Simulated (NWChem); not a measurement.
System: C2H6AlFS; SMILES C[S][Al]([CH3])[F]

The following NWChem deck was run.

```
start job
memory heap 200 mb stack 900 mb global 1100 mb
geometry units angstroms noautosym nocenter noautoz
  Al     0.031531     0.817805     0.000314
  F      1.195182     2.012381     0.000740
  C     -1.852331     1.292097     0.000628
  H     -2.374893     0.896778     0.887101
  H     -2.374947     0.898103    -0.886402
  H     -1.971581     2.386826     0.001465
  S      0.825867    -1.204582    -0.000619
  C     -0.703617    -2.210278    -0.000544
  H     -1.616847    -1.599482    -0.002770
  H     -0.708466    -2.847367     0.894147
  H     -0.706264    -2.850277    -0.893166
end
basis spherical
  * library def2-svp
end
dft
  xc b3lyp
  iterations 150
end
property
  efieldgrad
end
task dft property
```

NWChem printed, in part:

```
             Northwest Computational Chemistry Package (NWChem) 7.3.0
             --------------------------------------------------------

                             Geometry "geometry" -> ""
                             -------------------------

 Output coordinates in angstroms (scale by  1.889725989 to convert to a.u.)

  No.       Tag          Charge          X              Y              Z
 ---- ---------------- ---------- -------------- -------------- --------------
    1 Al                  13.0000     0.03153100     0.81780500     0.00031400
    2 F                    9.0000     1.19518200     2.01238100     0.00074000
    3 C                    6.0000    -1.85233100     1.29209700     0.00062800
    4 H                    1.0000    -2.37489300     0.89677800     0.88710100
    5 H                    1.0000    -2.37494700     0.89810300    -0.88640200
    6 H                    1.0000    -1.97158100     2.38682600     0.00146500
    7 S                   16.0000     0.82586700    -1.20458200    -0.00061900
    8 C                    6.0000    -0.70361700    -2.21027800    -0.00054400
    9 H                    1.0000    -1.61684700    -1.59948200    -0.00277000
   10 H                    1.0000    -0.70846600    -2.84736700     0.89414700
   11 H                    1.0000    -0.70626400    -2.85027700    -0.89316600

 Effective nuclear repulsion energy (a.u.)     270.5520679138

                              NWChem Property Module
                              ----------------------

  itol2e modified to match energy
  convergence criterion.

                                 NWChem DFT Module
                                 -----------------

 Summary of "ao basis" -> "ao basis" (spherical)
 ------------------------------------------------------------------------------
       Tag                 Description            Shells   Functions and Types
 ---------------- ------------------------------  ------  ---------------------
 Al                         def2-svp                 8       18   4s3p1d
 F                          def2-svp                 6       14   3s2p1d
 C                          def2-svp                 6       14   3s2p1d
 H                          def2-svp                 3        5   2s1p
 S                          def2-svp                 8       18   4s3p1d

  itol2e modified to match energy
  convergence criterion.

            General Information
            -------------------
          SCF calculation type: DFT
          Wavefunction type:  closed shell.
          No. of atoms     :    11
          No. of electrons :    56
           Alpha electrons :    28
            Beta electrons :    28
          Charge           :     0
          Spin multiplicity:     1
          Use of symmetry is: off; symmetry adaption is: off
          Maximum number of iterations: 150
          AO basis - number of functions:   108
                     number of shells:    52
          Convergence on energy requested:  1.00D-07
          Convergence on density requested:  1.00D-05
          Convergence on gradient requested:  5.00D-04

              XC Information
              --------------
                         B3LYP Method XC Potential
                     Hartree-Fock (Exact) Exchange  0.200
                        Slater Exchange Functional  0.800 local
                    Becke 1988 Exchange Functional  0.720 non-local
              Lee-Yang-Parr Correlation Functional  0.810
                  VWN I RPA Correlation Functional  0.190 local

             Grid Information
             ----------------
          Grid used for XC integration:  fine
          Radial quadrature: Mura-Knowles
          Angular quadrature: Lebedev.
          Tag              B.-S. Rad. Rad. Pts. Rad. Cut. Ang. Pts.
          ---              ---------- --------- --------- ---------
          Al                  1.25      123          11.0       770
          F                   0.50       70          13.0       590
          C                   0.70       70          12.0       590
          H                   0.35       60          13.0       590
          S                   1.00      123          12.0       770
          Grid pruning is: on
          Number of quadrature shells:   816
          Spatial weights used:  Erf1

      Superposition of Atomic Density Guess
      -------------------------------------

 Sum of atomic energies:        -816.67654214

      Non-variational initial energy
      ------------------------------

 Total energy =    -818.455319
 1-e energy   =   -1667.007430
 2-e energy   =     578.000042
 HOMO         =      -0.301617
 LUMO         =      -0.001231

   convergence    iter        energy       DeltaE   RMS-Dens  Diis-err
 ---------------- ----- ----------------- --------- --------- ---------
 d= 0,ls=0.0,diis     1   -820.0285257334 -1.09D+03  1.30D-02  7.14D-01
 d= 0,ls=0.0,diis     2   -819.9620890971  6.64D-02  7.37D-03  1.67D+00
 d= 0,ls=0.0,diis     3   -820.1091519298 -1.47D-01  1.21D-03  2.69D-02
 d= 0,ls=0.0,diis     4   -820.1107172454 -1.57D-03  5.87D-04  5.55D-03
 d= 0,ls=0.0,diis     5   -820.1114960996 -7.79D-04  9.60D-05  1.55D-04
  Resetting Diis
 d= 0,ls=0.0,diis     6   -820.1115141442 -1.80D-05  3.59D-05  1.36D-05
 d= 0,ls=0.0,diis     7   -820.1115161656 -2.02D-06  1.67D-05  1.11D-06
 d= 0,ls=0.0,diis     8   -820.1115160445  1.21D-07  9.49D-06  1.99D-06
 d= 0,ls=0.0,diis     9   -820.1115163312 -2.87D-07  8.32D-07  1.18D-08
 d= 0,ls=0.0,diis    10   -820.1115163331 -1.85D-09  2.64D-07  1.08D-09

         Total DFT energy =     -820.111516333067
      One electron energy =    -1671.864946638991
           Coulomb energy =      649.215808632880
    Exchange-Corr. energy =      -68.014446240749
 Nuclear repulsion energy =      270.552067913793

 Numeric. integr. density =       55.999991634445

                       DFT Final Molecular Orbital Analysis
                       ------------------------------------

[...]

          -----------------------
          Electric field gradient
          -----------------------

 1 a.u. = 0.324123 10**(16) esu/cm**3  ( or statvolts/cm**2 ) = 0.97174 10**(22) v/m**2

 ------------------------------------------------------------
   Atom      X         Y         Z
 ------------------------------------------------------------
    1 Al   0.05958   1.54543   0.00059
 ------------------------------------------------------------

 Electric field gradient in molecular frame (a.u.)
         XX             YY             ZZ             XY             XZ             YZ
 ------------------------------------------------------------------------------------------
        0.539942       0.266294      -0.806237      -0.079755      -0.000071       0.000409

 Principal components (a.u.) and orientation
 of principal axis w.r.t. absolute frame                      Asymmetry parameter eta
 --------------------------------------------------------------------------------------
       -0.806237       0.561490       0.244747                       0.392867

        0.000030       0.965386       0.260825
       -0.000380      -0.260825       0.965386
        1.000000      -0.000128       0.000358

 ------------------------------------------------------------
   Atom      X         Y         Z
 ------------------------------------------------------------
    2 F    2.25857   3.80285   0.00140
 ------------------------------------------------------------

 Electric field gradient in molecular frame (a.u.)
         XX             YY             ZZ             XY             XZ             YZ
 ------------------------------------------------------------------------------------------
       -0.038793      -0.124842       0.163635      -0.483272      -0.000181      -0.000118

 Principal components (a.u.) and orientation
 of principal axis w.r.t. absolute frame                      Asymmetry parameter eta
 --------------------------------------------------------------------------------------
       -0.567001       0.403366       0.163635                       0.422806

        0.675027       0.737793      -0.000028
        0.737793      -0.675027      -0.000362
        0.000286      -0.000224       1.000000

 ------------------------------------------------------------
   Atom      X         Y         Z
 ------------------------------------------------------------
    3 C   -3.50040   2.44171   0.00119
 ------------------------------------------------------------

 Electric field gradient in molecular frame (a.u.)
         XX             YY             ZZ             XY             XZ             YZ
 ------------------------------------------------------------------------------------------
        0.122222      -0.041593      -0.080629      -0.044587      -0.000039       0.000018

 Principal components (a.u.) and orientation
 of principal axis w.r.t. absolute frame                      Asymmetry parameter eta
 --------------------------------------------------------------------------------------
        0.133571      -0.080629      -0.052942                       0.207284

        0.969098       0.000121       0.246678
       -0.246678      -0.000326       0.969097
       -0.000197       1.000000       0.000286

 ------------------------------------------------------------
   Atom      X         Y         Z
 ------------------------------------------------------------
    4 H   -4.48790   1.69466   1.67638
 ------------------------------------------------------------

 Electric field gradient in molecular frame (a.u.)
         XX             YY             ZZ             XY             XZ             YZ
 ------------------------------------------------------------------------------------------
        0.055395       0.088833      -0.144229      -0.079720       0.171471       0.129679

 Principal components (a.u.) and orientation
 of principal axis w.r.t. absolute frame                      Asymmetry parameter eta
 --------------------------------------------------------------------------------------
       -0.302057       0.156142       0.145915                       0.033857

       -0.467584       0.851931       0.235750
       -0.362778      -0.428154       0.827693
        0.806075       0.301491       0.509260

 ------------------------------------------------------------
   Atom      X         Y         Z
 ------------------------------------------------------------
    5 H   -4.48800   1.69717  -1.67506
 ------------------------------------------------------------

 Electric field gradient in molecular frame (a.u.)
         XX             YY             ZZ             XY             XZ             YZ
 ------------------------------------------------------------------------------------------
        0.055376       0.089220      -0.144596      -0.079471      -0.171605      -0.129328

 Principal components (a.u.) and orientation
 of principal axis w.r.t. absolute frame                      Asymmetry parameter eta
 --------------------------------------------------------------------------------------
       -0.302062       0.156144       0.145918                       0.033855

        0.467633       0.851950       0.235585
        0.361575      -0.427573       0.828520
        0.806587      -0.302262      -0.507991

 ------------------------------------------------------------
   Atom      X         Y         Z
 ------------------------------------------------------------
    6 H   -3.72575   4.51045   0.00277
 ------------------------------------------------------------

 Electric field gradient in molecular frame (a.u.)
         XX             YY             ZZ             XY             XZ             YZ
 ------------------------------------------------------------------------------------------
        0.152031      -0.297106       0.145075       0.046858       0.000034      -0.000337

 Principal components (a.u.) and orientation
 of principal axis w.r.t. absolute frame                      Asymmetry parameter eta
 --------------------------------------------------------------------------------------
       -0.301943       0.156867       0.145075                       0.039054

       -0.102672       0.994715       0.000150
        0.994715       0.102672      -0.000747
        0.000758      -0.000072       1.000000

 ------------------------------------------------------------
   Atom      X         Y         Z
 ------------------------------------------------------------
    7 S    1.56066  -2.27633  -0.00117
 ------------------------------------------------------------

 Electric field gradient in molecular frame (a.u.)
         XX             YY             ZZ             XY             XZ             YZ
 ------------------------------------------------------------------------------------------
       -0.738272      -0.724539       1.462811      -1.175988       0.000383      -0.000552

 Principal components (a.u.) and orientation
 of principal axis w.r.t. absolute frame                      Asymmetry parameter eta
 --------------------------------------------------------------------------------------
       -1.907414       1.462812       0.444602                       0.533817

        0.709168       0.000433      -0.705039
        0.705039      -0.000485       0.709168
        0.000035       1.000000       0.000649

 ------------------------------------------------------------
   Atom      X         Y         Z
 ------------------------------------------------------------
    8 C   -1.32964  -4.17682  -0.00103
 ------------------------------------------------------------

 Electric field gradient in molecular frame (a.u.)
         XX             YY             ZZ             XY             XZ             YZ
 ------------------------------------------------------------------------------------------
       -0.115990      -0.007764       0.123753      -0.155104      -0.000033       0.000033

 Principal components (a.u.) and orientation
 of principal axis w.r.t. absolute frame                      Asymmetry parameter eta
 --------------------------------------------------------------------------------------
       -0.226149       0.123753       0.102396                       0.094441

        0.815295      -0.001266      -0.579045
        0.579046       0.001745       0.815293
        0.000022       0.999998      -0.002156

 ------------------------------------------------------------
   Atom      X         Y         Z
 ------------------------------------------------------------
    9 H   -3.05540  -3.02258  -0.00523
 ------------------------------------------------------------

 Electric field gradient in molecular frame (a.u.)
         XX             YY             ZZ             XY             XZ             YZ
 ------------------------------------------------------------------------------------------
       -0.156909       0.001107       0.155803       0.203134      -0.000753       0.000521

 Principal components (a.u.) and orientation
 of principal axis w.r.t. absolute frame                      Asymmetry parameter eta
 --------------------------------------------------------------------------------------
       -0.295861       0.155804       0.140057                       0.053226

        0.825374      -0.001500       0.564584
       -0.564582       0.001399       0.825375
        0.002028       0.999998      -0.000308

[...]
```

Level: B3LYP/def2-SVP. All runs use the structure optimised with PBE0/def2-SVP. NWChem prints the field gradient with the sign opposite to the second derivative of the potential.
